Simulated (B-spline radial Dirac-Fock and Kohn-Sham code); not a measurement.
# X-ray form factors of neutral atoms, Te to Tb

Model: Dirac-Fock orbitals of the configuration average with a finite nucleus. Program: a radial B-spline solver. f₀ is given at the stated s = sin θ/λ in Å⁻¹. f_e(0) is the forward electron scattering factor in the Born approximation.

```csv
Z,element,f₀(0.2),f₀(0.8),f₀(0.9),f₀(1.4),f₀(2.5),f_e(0) (Å)
52,Te,41.621,19.793,18.273,12.711,5.983,11.04
53,I,42.333,20.191,18.599,13.082,6.142,10.94
54,Xe,43.088,20.618,18.943,13.432,6.314,10.79
55,Cs,43.888,21.071,19.310,13.760,6.501,16.51
56,Ba,44.586,21.546,19.700,14.069,6.703,18.27
57,La,45.208,22.030,20.105,14.361,6.918,17.81
58,Ce,46.228,22.467,20.480,14.632,7.140,17.39
59,Pr,47.601,22.866,20.824,14.888,7.364,16.99
60,Nd,48.647,23.325,21.215,15.138,7.602,16.60
61,Pm,49.703,23.796,21.617,15.379,7.846,16.24
62,Sm,50.766,24.280,22.031,15.613,8.095,15.89
63,Eu,51.834,24.778,22.457,15.843,8.348,15.56
64,Gd,52.567,25.330,22.937,16.072,8.611,15.31
65,Tb,53.979,25.819,23.351,16.295,8.859,14.94
```

Values without a named source are computed, but for edge energies of neutral atoms, which are taken from tables.
